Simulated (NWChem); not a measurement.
System: C3H4OSi; SMILES C#C[SiH2]C=O

Input file for NWChem:

```
start job
memory heap 200 mb stack 900 mb global 1100 mb
geometry units angstroms noautoz
  C      0.626144    -2.738370    -0.012190
  C      0.061016    -1.660228    -0.004283
  Si    -0.723996    -0.005060     0.005930
  C      0.637300     1.372960     0.029897
  O      0.313299     2.531915    -0.021794
  H      1.119588    -3.694727    -0.019379
  H     -1.565060     0.162164     1.225512
  H     -1.555016     0.187399    -1.215887
  H      1.723342     1.083743     0.096806
end
basis spherical
  * library def2-svp
end
dft
  xc rpbe cpbe96
  iterations 150
  mulliken
end
task dft energy
```

Output (shortened):

```
             Northwest Computational Chemistry Package (NWChem) 7.3.0
             --------------------------------------------------------

 C1  symmetry detected

                             Geometry "geometry" -> ""
                             -------------------------

 Output coordinates in angstroms (scale by  1.889725989 to convert to a.u.)

  No.       Tag          Charge          X              Y              Z
 ---- ---------------- ---------- -------------- -------------- --------------
    1 C                    6.0000     0.60910759    -2.73677403    -0.01184390
    2 C                    6.0000     0.05034829    -1.65531359    -0.00451488
    3 Si                  14.0000    -0.72488940     0.00446048     0.00474798
    4 C                    6.0000     0.64452054     1.37445622     0.02639124
    5 O                    8.0000     0.32731449     2.53525182    -0.02613667
    6 H                    1.0000     1.09690230    -3.69602853    -0.01851423
    7 H                    1.0000    -1.56401880     0.17777245     1.22481257
    8 H                    1.0000    -1.55569686     0.20067653    -1.21661589
    9 H                    1.0000     1.72889050     1.07890663     0.09274441

 Effective nuclear repulsion energy (a.u.)     178.3436719946

  pbe96 is a nonlocal functional; adding pw91lda local functional.

                                 NWChem DFT Module
                                 -----------------

 Summary of "ao basis" -> "ao basis" (spherical)
 ------------------------------------------------------------------------------
       Tag                 Description            Shells   Functions and Types
 ---------------- ------------------------------  ------  ---------------------
 C                          def2-svp                 6       14   3s2p1d
 Si                         def2-svp                 8       18   4s3p1d
 O                          def2-svp                 6       14   3s2p1d
 H                          def2-svp                 3        5   2s1p

            General Information
            -------------------
          SCF calculation type: DFT
          Wavefunction type:  closed shell.
          No. of atoms     :     9
          No. of electrons :    44
           Alpha electrons :    22
            Beta electrons :    22
          Charge           :     0
          Spin multiplicity:     1
          Use of symmetry is: off; symmetry adaption is: off
          Maximum number of iterations: 150
          AO basis - number of functions:    94
                     number of shells:    44
          Convergence on energy requested:  1.00D-06
          Convergence on density requested:  1.00D-05
          Convergence on gradient requested:  5.00D-04

              XC Information
              --------------
                          RPBE Exchange Functional  1.000
            Perdew 1991 LDA Correlation Functional  1.000 local
           PerdewBurkeErnz. Correlation Functional  1.000 non-local

             Grid Information
             ----------------
          Grid used for XC integration:  medium
          Radial quadrature: Mura-Knowles
          Angular quadrature: Lebedev.
          Tag              B.-S. Rad. Rad. Pts. Rad. Cut. Ang. Pts.
          ---              ---------- --------- --------- ---------
          C                   0.70       49          12.0       434
          Si                  1.10       88          11.0       590
          O                   0.60       49          14.0       434
          H                   0.35       45          12.0       434
          Grid pruning is: on
          Number of quadrature shells:   464
          Spatial weights used:  Erf1

      Superposition of Atomic Density Guess
      -------------------------------------

 Sum of atomic energies:        -478.30124583

      Non-variational initial energy
      ------------------------------

 Total energy =    -480.326075
 1-e energy   =   -1010.677668
 2-e energy   =     352.007921
 HOMO         =      -0.272229
 LUMO         =      -0.058366

     ---------------------------------------------
      Total Density - Mulliken Population Analysis
     ---------------------------------------------

    Atom       Charge   Shell Charges
 -----------   ------   -------------------------------------------------------
    1 C    6     6.19   1.99  0.98  0.57  1.87  0.75  0.03
    2 C    6     6.23   1.99  1.01  0.31  1.96  0.92  0.03
    3 Si  14    13.42   2.00  1.99  1.01  0.24  5.94  1.13  0.97  0.15
    4 C    6     5.56   1.99  0.96  0.35  1.54  0.66  0.07
    5 O    8     8.67   1.99  1.13  0.69  3.03  1.82  0.01
    6 H    1     0.88   0.63  0.22  0.03
    7 H    1     1.04   0.68  0.35  0.01
    8 H    1     1.05   0.69  0.35  0.01
    9 H    1     0.95   0.69  0.24  0.02

   convergence    iter        energy       DeltaE   RMS-Dens  Diis-err
 ---------------- ----- ----------------- --------- --------- ---------
 d= 0,ls=0.0,diis     1   -480.9710874921 -6.59D+02  2.38D-02  9.50D-01
 d= 0,ls=0.0,diis     2   -480.2133390556  7.58D-01  1.89D-02  7.86D+00
 d= 0,ls=0.0,diis     3   -481.0860868446 -8.73D-01  4.27D-03  8.27D-02
 d= 0,ls=0.0,diis     4   -481.0876334320 -1.55D-03  2.31D-03  6.46D-02
 d= 0,ls=0.0,diis     5   -481.0928238727 -5.19D-03  1.10D-03  2.53D-02
  Resetting Diis
 d= 0,ls=0.0,diis     6   -481.0961935737 -3.37D-03  2.87D-04  6.98D-04
 d= 0,ls=0.0,diis     7   -481.0963085464 -1.15D-04  9.92D-05  9.97D-06
 d= 0,ls=0.0,diis     8   -481.0963063866  2.16D-06  5.59D-05  2.71D-05
 d= 0,ls=0.0,diis     9   -481.0963097691 -3.38D-06  1.59D-05  6.01D-06
 d= 0,ls=0.0,diis    10   -481.0963104068 -6.38D-07  4.15D-06  2.26D-07

         Total DFT energy =     -481.096310406810
      One electron energy =    -1014.144713003040
           Coulomb energy =      401.805783924941
    Exchange-Corr. energy =      -47.101053323349
 Nuclear repulsion energy =      178.343671994637

 Numeric. integr. density =       43.999997472502

                       DFT Final Molecular Orbital Analysis
                       ------------------------------------

 Vector   20  Occ=2.000000D+00  E=-2.688797D-01
              MO Center=  2.7D-01, -1.9D+00, -7.6D-03, r^2= 2.3D+00
   Bfn.  Coefficient  Atom+Function         Bfn.  Coefficient  Atom+Function
  ----- ------------  ---------------      ----- ------------  ---------------
    18      0.383425  2 C  px                 4      0.358365  1 C  px
    21      0.217542  2 C  px                 7      0.205722  1 C  px
     5      0.197286  1 C  py                19      0.162458  2 C  py
    64      0.122921  5 O  px                 8      0.103637  1 C  py
    22      0.092518  2 C  py                67      0.085186  5 O  px

 Vector   21  Occ=2.000000D+00  E=-2.618022D-01
              MO Center=  1.3D-01, -1.9D+00, -7.2D-03, r^2= 2.4D+00
   Bfn.  Coefficient  Atom+Function         Bfn.  Coefficient  Atom+Function
  ----- ------------  ---------------      ----- ------------  ---------------
     6      0.414727  1 C  pz                20      0.396246  2 C  pz
     9      0.240989  1 C  pz                23      0.225020  2 C  pz
    85      0.135796  8 H  s                 80     -0.135043  7 H  s
    81     -0.108592  7 H  s                 86      0.108740  8 H  s
    38     -0.072097  3 Si pz                45     -0.045582  3 Si d  1

 Vector   22  Occ=2.000000D+00  E=-2.032409D-01
              MO Center=  4.1D-01,  1.6D+00,  2.7D-03, r^2= 2.9D+00
   Bfn.  Coefficient  Atom+Function         Bfn.  Coefficient  Atom+Function
  ----- ------------  ---------------      ----- ------------  ---------------
    64      0.501306  5 O  px                67      0.373466  5 O  px
    90     -0.262790  9 H  s                 91     -0.247658  9 H  s
    31      0.232631  3 Si s                 49      0.184103  4 C  s
    39      0.179644  3 Si px                50     -0.168991  4 C  px
    36      0.165846  3 Si px                65      0.162511  5 O  py

 Vector   23  Occ=0.000000D+00  E=-9.820396D-02
              MO Center=  3.3D-01,  1.4D+00,  1.1D-02, r^2= 2.5D+00
   Bfn.  Coefficient  Atom+Function         Bfn.  Coefficient  Atom+Function
  ----- ------------  ---------------      ----- ------------  ---------------
    52      0.461534  4 C  pz                55      0.430227  4 C  pz
    66     -0.420470  5 O  pz                69     -0.401940  5 O  pz
    41      0.322239  3 Si pz                81     -0.294846  7 H  s
    86      0.290854  8 H  s                 45     -0.109898  3 Si d  1
    80     -0.110204  7 H  s                 85      0.102614  8 H  s

 Vector   24  Occ=0.000000D+00  E=-4.150768D-02
              MO Center=  4.9D-02, -1.5D+00, -2.8D-03, r^2= 3.8D+00
   Bfn.  Coefficient  Atom+Function         Bfn.  Coefficient  Atom+Function
  ----- ------------  ---------------      ----- ------------  ---------------
    49      0.579096  4 C  s                  7      0.461818  1 C  px
    39     -0.430032  3 Si px                40     -0.361793  3 Si py
     4      0.356247  1 C  px                21     -0.334377  2 C  px
    18     -0.261278  2 C  px                 8      0.222909  1 C  py
    22     -0.223259  2 C  py                86     -0.211501  8 H  s

 Vector   25  Occ=0.000000D+00  E=-3.130594D-02
              MO Center=  1.7D-01, -1.6D+00, -3.3D-03, r^2= 3.7D+00
   Bfn.  Coefficient  Atom+Function         Bfn.  Coefficient  Atom+Function
  ----- ------------  ---------------      ----- ------------  ---------------
     9      0.565594  1 C  pz                23     -0.489051  2 C  pz
     6      0.412524  1 C  pz                41     -0.374276  3 Si pz
    20     -0.343487  2 C  pz                81      0.317190  7 H  s
    86     -0.306347  8 H  s                 55      0.203078  4 C  pz
    52      0.167786  4 C  pz                43      0.124312  3 Si d -1

     ---------------------------------------------
      Total Density - Mulliken Population Analysis
     ---------------------------------------------

    Atom       Charge   Shell Charges
 -----------   ------   -------------------------------------------------------
    1 C    6     6.21   1.99  0.92  0.62  1.99  0.67  0.02
    2 C    6     5.97   1.99  0.94  0.26  2.01  0.75  0.02
    3 Si  14    13.59   2.00  1.98  1.09  0.17  5.92  1.35  0.87  0.20
    4 C    6     6.00   1.99  0.97  0.31  1.97  0.69  0.07
    5 O    8     8.17   1.99  1.12  0.69  2.80  1.55  0.02
    6 H    1     0.99   0.75  0.22  0.03
    7 H    1     1.04   0.74  0.29  0.01
    8 H    1     1.04   0.74  0.29  0.01
    9 H    1     0.98   0.75  0.21  0.02

     -------------------------------------------
      Total Density - Lowdin Population Analysis
     -------------------------------------------

    Atom       Charge   Shell Charges
 -----------   ------   -------------------------------------------------------
    1 C    6     6.02   1.97  0.64  0.36  1.80  1.21  0.05
    2 C    6     6.21   1.97  0.67  0.37  1.84  1.31  0.05
    3 Si  14    13.54   2.00  1.93  0.66  0.32  5.82  1.35  1.15  0.32
    4 C    6     6.02   1.97  0.66  0.37  1.77  1.09  0.17
    5 O    8     8.09   1.98  0.94  0.65  2.67  1.83  0.03
    6 H    1     0.96   0.61  0.28  0.08
    7 H    1     1.07   0.64  0.41  0.02
    8 H    1     1.07   0.64  0.40  0.02
    9 H    1     1.01   0.65  0.29  0.07

     Multipole analysis of the density
     ---------------------------------

     L   x y z        total         alpha         beta         nuclear
     -   - - -        -----         -----         ----         -------
     0   0 0 0     -0.000000    -22.000000    -22.000000     44.000000

     1   1 0 0      0.241820      0.120910      0.120910      0.000000
     1   0 1 0     -0.821193     -0.410597     -0.410597      0.000000
     1   0 0 1      0.026295      0.013148      0.013148     -0.000000

     2   2 0 0    -26.358262    -52.471391    -52.471391     78.584520
     2   1 1 0     -1.967336      1.467104      1.467104     -4.901544
     2   1 0 1      0.009832     -0.098426     -0.098426      0.206684
     2   0 2 0    -28.513935   -262.502332   -262.502332    496.490728
     2   0 1 1      0.160479     -0.043396     -0.043396      0.247271
     2   0 0 2    -27.462846    -19.088355    -19.088355     10.713864
```

Level: RPBE/def2-SVP. Structure relaxed at the PBE0/def2-SVP level.
